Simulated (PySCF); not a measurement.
C₃H₂F₆.
Cartesian coordinates in Å at the PBE0-D3(BJ)/def2-TZVP level; atoms count from 1:
```xyz
11
C3H2F6 angstrom
F      0.6585    1.6875   -0.9795
C      0.7517    0.3282   -1.0578
C      0.4127   -0.3137    0.2746
F      0.5868   -1.6454    0.1297
F      1.2444    0.1221    1.2351
C     -1.0348   -0.0924    0.7680
F     -1.2543    1.1860    1.0391
F     -1.8931   -0.4823   -0.1749
F     -1.2608   -0.8048    1.8639
H      0.0699   -0.0438   -1.8254
H      1.7797    0.0448   -1.2992
```

All values: wB97X-D/pcSseg-2 (PySCF, non-relativistic), on one gas-phase PBE0-D3(BJ)/def2-TZVP geometry that isn't relaxed in the solvent. The solvent is an IEF-PCM continuum (van der Waals radii × 1.2). Specific hydrogen bonds and non-electrostatic terms are outside this model.

Gas phase at wB97X-D/pcSseg-2: HOMO -12.17 eV, LUMO 2.40 eV, dipole 2.00 D.

Question: What does the continuum do to the energy, the frontier levels and the dipole at wB97X-D/pcSseg-2 in chloroform?

Answer: 
```
   solvent      ε  E(solvent) − E(gas) (kcal/mol)  polarisation term (kcal/mol)  distortion of the solute (kcal/mol)  HOMO (eV)  LUMO (eV)  dipole (D)
chloroform  4.711                           -2.64                         -2.91                                 0.27     -12.01       2.73        2.36
```

The polarisation term is half the interaction of the solute with the surface charges that it induces; the rest is the cost of distorting the solute's density. The sum is the electrostatic part of solvation alone.

Question: Which radius a makes the point-dipole formula ΔE = −[(ε − 1)/(2ε + 1)]·μ²/a³ give the value in chloroform, with the gas-phase dipole?

Answer: μ = 0.786 au and |ΔE| = 0.00420 Eh give a = 1.98 Å; the farthest nucleus lies 2.39 Å from the centroid of the nuclei, so such a sphere wouldn't even hold the nuclei. The formula assumes a rigid point dipole at the centre of a sphere.

Question: Give the dipole vector in the frame of the coordinates (D, pointing from negative to positive charge), gas and chloroform.

Answer: Gas (0.64, -0.68, -1.77), solvent (0.73, -0.84, -2.08). Its length changes by +18 % and its direction by less than 1°.

Note: wB97X-D ran without an empirical dispersion term, which enters the total energy and its gradient alone.
